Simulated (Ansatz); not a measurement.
Consider the hydrogen abstraction from the Si–H bond: `I[SiH](I)I` + `[SiH3]`• → `I[Si](I)I`• + SiH₄.

Isolated molecules relaxed with PBE0-D4/def2-TZVP in Ansatz; ΔE leaves out vibrations. CCSD(T)/CBS is the MP2 limit (def2-TZVPP, def2-QZVPP) plus CCSD(T) − MP2 in def2-TZVPP, frozen cores. This one scheme is used for every species. DFT in def2-TZVPP. HSE06 is defined as in plane-wave codes. Open shells (•) are unrestricted, without spin–orbit coupling. def2 core potentials past Kr. For I outer-core shells are correlated without core-valence functions, which leaves a few kJ/mol of doubt a bond.

```csv
level,ΔE (kJ/mol),difference from CCSD(T)/CBS
r2SCAN-D4,-40.7,-7.0
r2SCAN0-D4,-36.6,-2.9
ωB97X-V,-34.6,-0.9
B2PLYP,-41.9,-8.2
revPBE,-48.2,-14.5
BLYP,-56.8,-23.1
HSE06,-40.2,-6.5
BHLYP,-39.9,-6.2
LC-ωPBE,-26.7,7.0
HF/def2-TZVPP,-25.0,8.7
CCSD(T)/CBS,-33.7,0
```

Largest T1 diagnostic among the species: 0.015.

Leaving LDA and LC-ωPBE aside and taking each functional with its dispersion term where it has one, the values, not all of them listed here, spread over 24.7 kJ/mol, from BLYP-D4 to PBE-QIDH. From BLYP to BHLYP (50 % exact exchange), in def2-TZVPP and without D4, ΔE moves by +16.9 kJ/mol.
